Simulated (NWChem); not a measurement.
# hexafluorobenzene (C6F6); SMILES Fc1c(F)c(F)c(F)c(F)c1F

No frequency run checked for a minimum.

**Question.** Give the equilibrium geometry at B3LYP/6-31G* (spherical d) (NWChem) as a list of bonds and angles, with the point group.

**Answer.** point group D6h; any orientation.
Bonds (Å): F1–C2 1.336, C2–C3 1.394, C2–C11 1.394, C3–F4 1.336, C3–C5 1.394, C5–F6 1.336, C5–C7 1.394, C7–F8 1.336, C7–C9 1.394, C9–F10 1.336, C9–C11 1.394, C11–F12 1.336. Bond angles (°): F1–C2–C3 120.0, F1–C2–C11 120.0, C3–C2–C11 120.0, C2–C3–F4 120.0, C2–C3–C5 120.0, F4–C3–C5 120.0, C3–C5–F6 120.0, C3–C5–C7 120.0, F6–C5–C7 120.0, C5–C7–F8 120.0, C5–C7–C9 120.0, F8–C7–C9 120.0, C7–C9–F10 120.0, C7–C9–C11 120.0, F10–C9–C11 120.0, C2–C11–C9 120.0, C2–C11–F12 120.0, C9–C11–F12 120.0.
